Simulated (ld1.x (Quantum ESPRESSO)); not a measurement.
**Before and after: TM semilocal potential for silver**

| Item | Value |
| --- | --- |
| Element | silver (Ag) |
| Generator | ld1.x (Quantum ESPRESSO) 7.5 |
| Type | norm-conserving Troullier–Martins (semilocal form) |
| Functional | PBE |
| Relativity | scalar-relativistic |
| Frozen core | [Kr] |
| Valence charge | 11 |
| Reference configuration | 4d10 5s1 5p0 |
| Partial waves | 5s (bound): rc 1.75 bohr; 5p (bound, empty): rc 2.65 bohr; 4d (bound): rc 1.30 bohr |
| Local potential | the d channel |
| Core correction | none |

All-electron outer shells of the reference configuration (PBE, scalar-relativistic, ld1.x):

| shell | level (eV) | outermost node (bohr) | outermost maximum (bohr) |
| --- | --- | --- | --- |
| 4s | -95.05 | 0.44 | 0.82 |
| 4p | -58.57 | 0.44 | 0.87 |
| 4d | -7.44 | 0.43 | 1.04 |
| 5s | -4.40 | 1.11 | 2.49 |
| 5p | -0.74 | 1.25 | 3.86 |

Change: wave 5s (bound): rc 1.75 bohr becomes 5s (bound): rc 2.46 bohr.

Cutoffs: the cutoffs (Ry, on a coarse ladder) from which the occupation-weighted sum of valence levels, in a spherical-Bessel basis at the reference potential, stays within 10 and 1 mRy of its value at 400 Ry; they do not see the model core or the augmentation charge, which bear on the density cutoff. Errors are all-electron minus pseudo energies relative to the spin-unpolarised reference configuration.

Q: How do hardness, ghosts and transferability respond?

A: The potential gets softer (80 Ry and 110 Ry → 80 Ry and 90 Ry); of the 7 tests that both files solve, the error grows in 4 and shrinks in 3 by more than 15 % and 0.3 meV (median size 13.9 → 33.3 meV); the range in which the s phases agree widens (upper end 1.1 → 2.3); neither file shows a bound ghost. A larger radius leaves more room for a smooth pseudo-wave, so fewer plane waves are needed. A semilocal file is local in each channel, so a ghost entry of none says nothing of the separable form that plane-wave codes build from it.

| quantity | base | changed |
| --- | --- | --- |
| cutoff, loose | 80 Ry | 80 Ry |
| cutoff, tight | 110 Ry | 90 Ry |
| loose cutoff by channel (10 mRy a level) | s 21 Ry, d 60 Ry | s 6 Ry, d 60 Ry |
| bound ghosts | none | none |
| error for 4d10 5s0 5p0, meV [ΔE 7.76 eV] | +11 | +4.4 |
| error for 4d9 5s0 5p0, meV [ΔE 29.87 eV] | +27 | +36 |
| error for 4d8 5s0 5p0, meV [ΔE 66.06 eV] | -67 | -33 |
| error for 4d9 5s2 5p0, meV [ΔE 4.08 eV] | -14 | -56 |
| error for 4d10 5s0.5 5p0, meV [ΔE 3.02 eV] | +1.6 | +0.3 |
| error for 4d9 5s1 5p1, meV [ΔE 8.57 eV] | -30 | -49 |
| error for 4d9 5s1 5p0, meV [ΔE 13.15 eV] | +4.8 | -24 |
| s: phases at 2.91 bohr within 0.05 rad from the reference energy up to (Ry; the scan ends near 5) | 1.1 | 2.3 |
| p: phases at 2.91 bohr within 0.05 rad from the reference energy up to (Ry; the scan ends near 5) | 2.8 | 2.8 |
| d: phases at 2.91 bohr within 0.05 rad from the reference energy up to (Ry; the scan ends near 5) | to the end of the scan | to the end of the scan |
